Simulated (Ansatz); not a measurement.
The same path of CH₆FNOSi (11 atoms, charge 0, multiplicity 1) was run twice with different band settings. Lost on the way: Si5–H11. Made: O4–H11.

These are results of RKS B3LYP-D4/def2-mTZVP in Ansatz 0.2.0, not measurements.

Relaxed end points:

```xyz
11
Properties=species:S:1:pos:R:3
N -0.131 -1.360 1.556
C 0.301 -0.721 0.383
F -0.159 -1.395 -0.806
O -0.196 0.559 0.346
Si -0.068 1.578 -0.976
H -1.140 -1.294 1.649
H 0.155 -2.333 1.573
H 1.388 -0.758 0.293
H -1.071 1.261 -2.015
H -0.309 2.931 -0.436
H 1.297 1.475 -1.548
```

```xyz
11
Properties=species:S:1:pos:R:3
N -0.023 -1.126 1.477
C 0.269 -0.813 0.136
F -0.227 -1.728 -0.775
O -0.385 0.409 -0.207
Si 0.457 1.623 -1.719
H -0.972 -1.477 1.577
H 0.629 -1.801 1.860
H 1.340 -0.726 -0.042
H -0.950 1.905 -2.219
H 0.401 2.737 -0.670
H -0.474 0.939 0.601
```

Common settings: movable images 5; climbing image yes; optimiser quadratic models (default); start path through a guess of the saddle point; force threshold 0.05 eV/Å; iteration limit 60; end points relaxed.

| run | spring |
| --- | --- |
| 1 | 5.0 eV/Å² |
| 2 | 50.0 eV/Å² |

Question: What does each run give, and how far can it be trusted?

Answer: Run 1: converged after 17 iterations, highest image 3.504 eV above the first end. Neighbouring images differ by up to 3.4 eV, so the band resolves the path poorly. A vibrational analysis at the climbing image gives one clearly imaginary mode, 1558i cm⁻¹: a first-order saddle point.
Run 2: converged after 22 iterations, highest image 3.504 eV above the first end. Neighbouring images differ by up to 3.4 eV, so the band resolves the path poorly. Another band between the same ends (5 images) ends at a top of the same energy, where a vibrational analysis finds 1 clearly imaginary mode.
The orbitals stay closed-shell, which can raise the energy where a bond breaks towards radicals; this wasn't checked here.
